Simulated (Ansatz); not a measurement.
# Worked example: C2Cl4F2 + Sn(CH3)F → C2Cl3F3 + Sn(CH3)Cl

Gas-phase species: C2Cl4F2 (1,1,1,2-tetrachloro-2,2-difluoroethane) `FC(F)(Cl)C(Cl)(Cl)Cl`, singlet; Sn(CH3)F, singlet; C2Cl3F3 (1,1,1-trichlorotrifluoroethane) `FC(F)(F)C(Cl)(Cl)Cl`, singlet; Sn(CH3)Cl, singlet. The partners trade Cl for F: C–Cl and Sn–F bonds give way to C–F and Sn–Cl.

Shapes, held fixed at every level: PBE0-D4/def2-TZVP. Programs: Ansatz 0.2.0. The zero-point and thermal change to 298 K, harmonic and unscaled (PBE0-D4/def2-TZVP), is +3.5 kJ/mol.

At CCSD(T)/def2-TZVPP; 1 Eh = 2625.50 kJ/mol:

| species | energy (Eh) |
| --- | --- |
| C2Cl4F2 | -2114.440283 |
| Sn(CH3)F | -353.267349 |
| C2Cl3F3 | -1754.467552 |
| Sn(CH3)Cl | -713.267540 |

Work out ΔH(298 K) of the reaction at this level.


1. Products less reactants: (-1754.467552) + (-713.267540) − [(-2114.440283) + (-353.267349)] = -0.027460 Eh = -72.1 kJ/mol.
2. With the thermal change: -72.1 + (+3.5) = -68.6 kJ/mol.

Other levels give -121.2 (HF/def2-SVP) to -64.1 kJ/mol (B3LYP-D4/def2-TZVPP). No measured value is set beside it here. For atoms past krypton def2 sets carry core potentials with scalar relativity. Outer-core shells of Sn are correlated, in sets that cover them unevenly.
